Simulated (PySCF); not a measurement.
**Orbital picture of GeO**

r²SCAN at R = 1.646 Å; basis Ge pcseg-1, O pcseg-1; no relativity; PySCF 2.14. State: ¹Σ⁺ (singlet), closed shell. Only the outer orbitals are listed, counted within each symmetry.

| orbital | occ. | ε (eV) | on Ge (%) | main shells (%) |
| --- | --- | --- | --- | --- |
| 8σ | 2 | -24.11 | 15 | 82 O s |
| 9σ | 2 | -11.86 | 68 | 65 Ge s, 23 O p, 9 O s |
| 4π | 2 | -7.94 | 23 | 77 O p, 21 Ge p |
| 4π | 2 | -7.94 | 23 | 77 O p, 21 Ge p |
| 10σ | 2 | -7.59 | 46 | 53 O p, 24 Ge p, 22 Ge s |
| 5π | 0 | -2.84 | 82 | 79 Ge p, 18 O p |
| 5π | 0 | -2.84 | 82 | 79 Ge p, 18 O p |
| 11σ | 0 | 1.09 | 96 | 74 Ge p, 13 Ge d, 8 Ge s |

Question: Which are the highest filled and the lowest empty level, where do they sit, and how wide is the gap?

Answer: Highest filled 10σ at -7.59 eV (in %: 53 O p, 24 Ge p, 22 Ge s); lowest empty 5π at -2.84 eV (in %: 79 Ge p, 18 O p); the gap at r²SCAN is 4.75 eV.

The bond order (Mayer) is 2.17, the ⟨S²⟩ is 0.000 and the charge on Ge (Mulliken, basis-dependent) is 0.57. The charge on Ge (Löwdin, basis-dependent) is 0.33 and the dipole moment (positive dipole means Ge(−)O(+)) is -3.24 D.
